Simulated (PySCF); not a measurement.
Bonds (- single, = double, # triple, : aromatic): C1-C2, C2-C3, C2=P4, P4-C5, C5-C6, C6-P7, P7-C8, P7-C9. C1 carries H10, H11, H12; C3 carries H13, H14, H15; C5 carries H16, H17; C6 carries H18, H19; C8 carries H20, H21, H22; C9 carries H23, H24, H25.

[PySCF 2.14: GFN2-xTB structure; NMR shieldings at PBE0/pcSseg-1/GIAO; isolated molecule; one conformer; equivalent nuclei averaged; relativity neglected]

δ = σ(ref) − σ, references computed at the same level: ¹³C (σ = 186.93 ppm) vs TMS.

Task: Do the ¹³C shifts follow the atomic charges (in e)? Tabulate both.

Result: 
| atoms | hybridisation | δ (ppm) | σ para (ppm) | Hirshfeld | IAO | Mulliken | ESP-fitted |
| --- | --- | --- | --- | --- | --- | --- | --- |
| C2 | sp2 | 213.2 | -291 | -0.03 | -0.19 | -0.60 | +0.42 |
| C6 | sp3 | 37.3 | -104 | -0.12 | -0.43 | -0.42 | -0.37 |
| C3 | sp3 | 32.1 | -89 | -0.12 | -0.42 | -0.17 | -0.55 |
| C5 | sp3 | 28.9 | -100 | -0.12 | -0.43 | -0.51 | +0.40 |
| C1 | sp3 | 28.3 | -91 | -0.12 | -0.42 | -0.18 | -0.55 |
| C8/C9 | sp3 | 18.2 | -85 | -0.17 | -0.61 | -0.48 | -0.42 |

Correlation coefficients of δ with charge over these carbons: Hirshfeld +0.93, IAO +0.87, Mulliken -0.55, ESP-fitted +0.64; with the paramagnetic shielding -1.00. Among the 5 sp3 carbons alone: Hirshfeld +0.85, IAO +0.86, Mulliken +0.27, ESP-fitted +0.00. With so few points, grouped by hybridisation, these coefficients are fragile. Charge is one influence among several: hybridisation and low-lying excitations act through the paramagnetic term.

Shifts are as computed. Against solution values, carbons near 30 ppm lie about +3 ppm off and those near 130 ppm about +5 ppm. Of 1211 compounds with measured shifts, 218 miss one by over three times the rms of a fit or turn the order of signals round; such compounds aren't used in these exercises.
